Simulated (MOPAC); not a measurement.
A run for MOPAC: AM1 on AlBrFH2N (SMILES [NH2][Al]([F])[Br]), a point of a torsion scan.

```
AM1 1SCF PRECISE CHARGE=0 THREADS=1
AlBrFH2N

N     -1.05692183 1    -0.03513687 1    -0.09525566 1
Al     0.65256749 1     0.42060130 1    -0.15039411 1
F      1.27322898 1     1.23208822 1    -1.44199480 1
Br     2.13318005 1    -0.10640001 1     1.45896561 1
H     -1.43271592 1    -0.89270737 1    -0.47529012 1
H     -1.70614348 1     0.28556321 1     0.61089685 1
```

Program output:

```
*******************************************************************************
 **                                                                           **
 **                              MOPAC v23.2.5                                **
 **                                                                           **
 *******************************************************************************
 ** MOPAC's Digital Object Identifier: https://doi.org/10.5281/zenodo.6511958 **
 **                                                                           **
 ** Please cite the open-source release paper for use of this MOPAC version:  **
 ** J. E. Moussa and J. J. P. Stewart (2026)                                  **
 ** MOPAC: An open-source semiempirical molecular orbital program             **
 ** J. Open Source Softw., 11(119), 8025, https://doi.org/10.21105/joss.08025 **
 *******************************************************************************

                              AM1 CALCULATION RESULTS

 *******************************************************************************
 *  AM1        - The AM1 Hamiltonian to be used
 *
 *
 *
 *                 CHARGE ON SYSTEM = 0
 *
 *
 *
 *  PRECISE    - TIGHTER CRITERIA TO BE USED
 *  1SCF       - DO 1 SCF AND THEN STOP
 *  THREADS=1  - MULTI-THREADING NOT USED
 *  T=         - A TIME OF 172800.0 SECONDS REQUESTED
 *  DUMP=N     - RESTART FILE WRITTEN EVERY 7200.0 SECONDS REQUESTED
 *******************************************************************************
AM1 1SCF PRECISE CHARGE=0 THREADS=1
 AlBrFH2N

   ATOM   CHEMICAL          X               Y               Z
  NUMBER   SYMBOL      (ANGSTROMS)     (ANGSTROMS)     (ANGSTROMS)

     1       N         -1.05692183  *  -0.03513687  *  -0.09525566  *
     2      Al          0.65256749  *   0.42060130  *  -0.15039411  *
     3       F          1.27322898  *   1.23208822  *  -1.44199480  *
     4      Br          2.13318005  *  -0.10640001  *   1.45896561  *
     5       H         -1.43271592  *  -0.89270737  *  -0.47529012  *
     6       H         -1.70614348  *   0.28556321  *   0.61089685  *



          CARTESIAN COORDINATES

    NO.       ATOM           X           Y           Z

     1         N         -1.0569     -0.0351     -0.0953
     2        Al          0.6526      0.4206     -0.1504
     3         F          1.2732      1.2321     -1.4420
     4        Br          2.1332     -0.1064      1.4590
     5         H         -1.4327     -0.8927     -0.4753
     6         H         -1.7061      0.2856      0.6109

  H: (AM1): M.J.S. DEWAR ET AL, J. AM. CHEM. SOC. 107 3902-3909 (1985)
  N: (AM1): M.J.S. DEWAR ET AL, J. AM. CHEM. SOC. 107 3902-3909 (1985)
  F: (AM1): M.J.S. DEWAR AND E. G. ZOEBISCH, THEOCHEM, 180, 1 (1988).
 Al: (AM1): M. J. S. Dewar, A. J. Holder, Organometallics, 9, 508-511 (1990).
 Br: (AM1): M.J.S. DEWAR AND E. G. ZOEBISCH, THEOCHEM, 180, 1 (1988).

           Empirical Formula: H2 N Al F Br  =     6 atoms



      MOLECULAR POINT GROUP   :   C1


      RHF CALCULATION, NO. OF DOUBLY OCCUPIED LEVELS = 12


 -------------------------------------------------------------------------------
 AM1 1SCF PRECISE CHARGE=0 THREADS=1
 AlBrFH2N



     1SCF WAS SPECIFIED, SO BFGS WAS NOT USED
     SCF FIELD WAS ACHIEVED


                              AM1 CALCULATION
                                                       MOPAC v23.2.5 Linux




          FINAL HEAT OF FORMATION =       -138.70675 KCAL/MOL =    -580.34903 KJ/MOL


          COSMO AREA              =        117.62 SQUARE ANGSTROMS
          COSMO VOLUME            =        104.91 CUBIC ANGSTROMS

          IONIZATION POTENTIAL    =         10.061437 EV
          HOMO LUMO ENERGIES (EV) =        -10.061 -0.778
          NO. OF FILLED LEVELS    =         12
          MOLECULAR WEIGHT        =        141.9064         POINT GROUP:  C1

          MOLECULAR DIMENSIONS (Angstroms)

            Atom       Atom       Distance
            H     5   Br     4     4.13222
            H     6    F     3     3.28360
           Br     4    F     3     1.28820


          SCF CALCULATIONS        =          1





   ATOM   CHEMICAL          X               Y               Z
  NUMBER   SYMBOL      (ANGSTROMS)     (ANGSTROMS)     (ANGSTROMS)

     1       N         -1.05692183  *  -0.03513687  *  -0.09525566  *
     2      Al          0.65256749  *   0.42060130  *  -0.15039411  *
     3       F          1.27322898  *   1.23208822  *  -1.44199480  *
     4      Br          2.13318005  *  -0.10640001  *   1.45896561  *
     5       H         -1.43271592  *  -0.89270737  *  -0.47529012  *
     6       H         -1.70614348  *   0.28556321  *   0.61089685  *

                             CARTESIAN COORDINATES

   1    N       -1.056921830    -0.035136870    -0.095255660
   2   Al        0.652567490     0.420601300    -0.150394110
   3    F        1.273228980     1.232088220    -1.441994800
   4   Br        2.133180050    -0.106400010     1.458965610
   5    H       -1.432715920    -0.892707370    -0.475290120
   6    H       -1.706143480     0.285563210     0.610896850


           Empirical Formula: H2 N Al F Br  =     6 atoms



      MOLECULAR POINT GROUP   :   C1


                  EIGENVALUES
 -47.29206 -31.90665 -30.59047 -16.39540 -16.25761 -15.19311 -14.27392 -14.14147
 -12.55551 -11.18388 -11.08123 -10.06144  -0.77793  -0.56560   1.79288   3.01973
   5.28911   5.93393


              NET ATOMIC CHARGES AND DIPOLE CONTRIBUTIONS

  ATOM NO.   TYPE          CHARGE      No. of ELECS.   s-Pop       p-Pop
    1          N          -0.613733        5.6137     1.51218     4.10155
    2         Al           0.820329        2.1797     0.82949     1.35018
    3          F          -0.342893        7.3429     1.87918     5.46371
    4         Br          -0.231737        7.2317     1.96109     5.27065
    5          H           0.185669        0.8143     0.81433
    6          H           0.182365        0.8176     0.81763
 DIPOLE           X         Y         Z       TOTAL
 POINT-CHG.    -1.557    -0.696     0.550     1.792
 HYBRID        -0.781     0.065    -0.555     0.960
 SUM           -2.337    -0.631    -0.005     2.421


          ATOMIC ORBITAL ELECTRON POPULATIONS

     Atom    s        px        py        pz
    1  N   1.51218   1.21301   1.37534   1.51321
    2 Al   0.82949   0.54617   0.34725   0.45676
    3  F   1.87918   1.90006   1.80577   1.75788
    4 Br   1.96109   1.70728   1.89695   1.66641
    5  H   0.81433
    6  H   0.81763

 **********************
 *                    *
 * JOB ENDED NORMALLY *
 *                    *
 **********************




 == MOPAC DONE ==
```

The run finished.

Cost: around 0.03 core-seconds (rough).
